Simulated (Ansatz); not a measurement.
`C[CH](C)[SbH2]` + H₂ → stibine + propane at 298.15 K and 1 bar (hydrogenolysis of the Sb–C bond).

Gas-phase electronic energies from Ansatz, PBE0-D4/def2-TZVP geometries. CBS: MP2 limit from def2 TZ/QZ plus the TZ coupled-cluster correction, frozen cores. This one scheme is used for every species. Elements past krypton have def2 core potentials. For Sb outer-core shells are correlated without core-valence functions, which leaves a few kJ/mol of doubt a bond.

| species | CCSD(T)/CBS energy (Eh) | H − E (kJ/mol) | S (J/(mol·K)) |
| --- | --- | --- | --- |
| `C[CH](C)[SbH2]` | -359.57575 | 300.7 | 344.2 |
| H₂ | -1.17544 | 35.1 | 130.4 |
| `[SbH3]` | -241.78682 | 60.8 | 232.7 |
| `CCC` | -118.98051 | 285.9 | 268.4 |

H − E and S are ideal-gas, rigid-rotor, harmonic terms from PBE0-D4/def2-TZVP, for one conformer and one mirror image of each species. The MP2-based limit puts H₂ 0.8 mEh under its directly extrapolated value; such offsets cancel only in part. 1 Eh = 2625.50 kJ/mol, R = 8.31446 J/(mol·K).

Task: By hand: ΔE, ΔH, ΔS and ΔG.

Result: ΔE = (-241.78682) + (-118.98051) − (-359.57575) − (-1.17544) = -0.01614 Eh = -42.4 kJ/mol. Δ(H − E) = 60.8 + 285.9 − 300.7 − 35.1 = 10.9, so ΔH = -31.5 kJ/mol. ΔS = 232.7 + 268.4 − 344.2 − 130.4 = 26.5 J/(mol·K). ΔG = -31.5 − 298.15 × (26.5)/1000 = -39.4 kJ/mol.

Task: By hand: the equilibrium constant, and the temperature at which ΔG would vanish if ΔH and ΔS stayed fixed.

Result: log₁₀ K = −ΔG/(RT ln 10) = 6.9. ΔH and −TΔS have one sign here, so there is no such temperature.

ΔH outweighs TΔS. A doubt of 5 kJ/mol in ΔE shifts log₁₀ K by 0.9 here. Other conformers and mirror images would add mixing entropy, several J/(mol·K) or more a flexible species. These are equilibria of isolated gas molecules and say nothing of rates. Largest T1 diagnostic: 0.014 (customary marks: 0.02 for closed shells, 0.045 for open ones).
